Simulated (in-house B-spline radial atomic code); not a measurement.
Results of a calculation; reference values are marked as such.
# Making a Troullier-Martins p channel for V, r_c = 0.85 bohr

V, [Ar] 3d3 4s2, non-relativistic LDA (VWN5), spherical and spin-unpolarised, from an all-electron radial atomic-structure program (B-spline basis) (atomic units). The all-electron 3p level is ε = -1.610516 hartree, its outermost node lies just inside 0.36 bohr and its outer maximum at 0.85 bohr.

Inside r_c the pseudo-orbital is u(r) = r^2 exp(p(r)), with p = c0 + c2 r² + c4 r⁴ + … + c12 r¹². The seven coefficients follow from p and its first four derivatives at r_c, from zero curvature of the screened potential at the origin, c4 = −c2²/(2l + 5), and from the norm inside r_c. At r_c the all-electron orbital has P = 1.064811, P' = -0.02058196, the screened potential V = -5.472231, V' = 13.59066, V'' = -44.80886, and the norm inside is Q = 0.370289.

Task: What are p, p' and p'' at r_c?

Result: p = ln(P/r_c^2) = ln(1.064811/0.7225) = 0.38784. p' = P'/P − 2/r_c = -0.01933 − 2.35294 = -2.37227. The radial equation gives p'' = 2(V − ε) − 2(2) p'/r_c − p'² = -7.72343 − (-11.16362) − 5.62766 = -2.18747. Differentiating, p''' = 2V' + 2(2)p'/r_c² − 2(2)p''/r_c − 2p'p'' = 13.963, and p'''' = 2V'' − 4(2)p'/r_c³ + 4(2)p''/r_c² − 2(2)p'''/r_c − 2p''² − 2p'p''' = -91.966.

For a trial c2 the five matching conditions are linear in c0, c6, c8, c10 and c12, and c2 is varied until the norm inside r_c equals Q. The root nearest zero gives:

```
 n         c_n
 0    1.294837
 2   -1.054432
 4  -0.1588325
 6  -0.1096616
 8  -0.9894784
10    1.880972
12   -0.854848
```

Task: Check c4 and p(r_c), and find the screened pseudopotential at the origin.

Result: −c2²/7 = -0.158832, as listed. The terms c_n r_c^n are 1.29484, -0.76183, -0.08291, -0.04136, -0.26962, 0.37032, -0.12160, which sum to 0.38784. Inverting the radial equation, V_l(r) = ε + 2 p'/r + (p'' + p'²)/2, so V_l(0) = ε + (2l + 3) c2 = -1.610516 + 5 × (-1.05443) = -6.8827 hartree, finite where the all-electron potential diverges.

Orbitals and screened potentials:

```json
{"r (bohr)": "0.085", "P": "-0.372", "u": "0.02617", "V all-electron": "-205.4", "V pseudo": "-6.883"}
{"r (bohr)": "0.212", "P": "-0.4981", "u": "0.1564", "V all-electron": "-60.06", "V pseudo": "-6.889"}
{"r (bohr)": "0.34", "P": "-0.0404", "u": "0.3727", "V all-electron": "-29.15", "V pseudo": "-6.947"}
{"r (bohr)": "0.468", "P": "0.4745", "u": "0.6282", "V all-electron": "-17.08", "V pseudo": "-7.135"}
{"r (bohr)": "0.595", "P": "0.8325", "u": "0.8621", "V all-electron": "-11.1", "V pseudo": "-7.348"}
{"r (bohr)": "0.722", "P": "1.016", "u": "1.017", "V all-electron": "-7.651", "V pseudo": "-6.981"}
{"r (bohr)": "0.85", "P": "1.065", "u": "1.065", "V all-electron": "-5.472", "V pseudo": "-5.472"}
```

Logarithmic derivatives P'/P at R = 1.15 bohr, for energies E around ε:

| E − ε (hartree) | all-electron | pseudo |
| --- | --- | --- |
| -0.5 | -0.202812 | -0.20368 |
| -0.25 | -0.535872 | -0.536135 |
| -0.1 | -0.758733 | -0.75878 |
| 0 | -0.918625 | -0.918625 |
| 0.1 | -1.08876 | -1.08881 |
| 0.25 | -1.36582 | -1.36623 |
| 0.5 | -1.89877 | -1.90086 |

Task: With P(R) = 0.9039936 and a norm of 0.673487 inside R, what slope in energy does norm conservation fix?

Result: d(P'/P)/dE = −2 × (norm inside R)/P(R)² = -1.6483 per hartree·bohr at E = ε, for both atoms, since orbital and norm agree at R. Differences over ±0.1 hartree give -1.6501 (all-electron) and -1.6502 (pseudo), which also hold third-order terms. Half a hartree below ε the two curves differ by -0.0009.
